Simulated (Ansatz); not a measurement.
`C[C](F)(Cl)[SnH3]`, charge 0, multiplicity 1.

(1) Give a relaxed structure at PBE0-D4/def2-TZVP (the Gaussian-basis code of Ansatz). (Best estimate.)

Answers

(1) The calculation gave: 
Cartesian coordinates in Å:
```
C -0.7255 1.2237 0.5473
C 0.5052 0.5114 0.0611
F 1.0527 1.2374 -0.9718
Cl 1.7268 0.4655 1.3771
Sn 0.1963 -1.5459 -0.6285
H -0.4689 2.2358 0.8706
H -1.1704 0.6881 1.3863
H -1.4556 1.2852 -0.2633
H -0.9301 -1.5040 -1.9118
H -0.4279 -2.4445 0.6778
H 1.6973 -2.1525 -1.1448
```
This is one stationary point; other conformers may exist.
